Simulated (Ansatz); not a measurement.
One change: `B[CH2][SnH]([Cl])[Cl]` becomes `[OH][SnH]([Cl])[Cl]`.

Ansatz, PBE0-D4/def2-TZVP geometries, multiplicity 1. Each molecule was computed in one conformer, which needn't be the lowest.

Elements past krypton have def2 core potentials.

```tsv
property	`B[CH2][SnH]([Cl])[Cl]`
LUMO energy (B3LYP/def2-TZVPP) / eV	-2.17
HOMO–LUMO gap (PBE0/def2-TZVPP) / eV	6.74
HOMO–LUMO gap (PBE/def2-TZVPP) / eV	4.54
LUMO energy (PBE/def2-TZVPP) / eV	-2.87
HOMO energy (PBE/def2-TZVPP) / eV	-7.42
size of the dipole moment (PBE/def2-TZVPP) / D	2.95
```

(1) Give the same properties after the change, and the shifts. (Estimate.)

Answers

(1) The calculation gave: 
```
                                      property  `[OH][SnH]([Cl])[Cl]`  shift
           LUMO energy (B3LYP/def2-TZVPP) / eV                  -2.14   0.03
          HOMO–LUMO gap (PBE0/def2-TZVPP) / eV                   7.42   0.68
           HOMO–LUMO gap (PBE/def2-TZVPP) / eV                   4.89   0.35
             LUMO energy (PBE/def2-TZVPP) / eV                  -2.76   0.11
             HOMO energy (PBE/def2-TZVPP) / eV                  -7.64  -0.22
size of the dipole moment (PBE/def2-TZVPP) / D                   0.93  -2.02
```

With PBE0 the HOMO falls by 0.57 eV and the LUMO rises by 0.12 eV, so the gap widens by about 0.69 eV. PBE moves the HOMO by -0.22 eV and ωB97M-V by -0.74 eV. Dipoles are sizes alone; their direction can turn.

B3LYP here is the variant with VWN-RPA as its local correlation; programs differ in this.
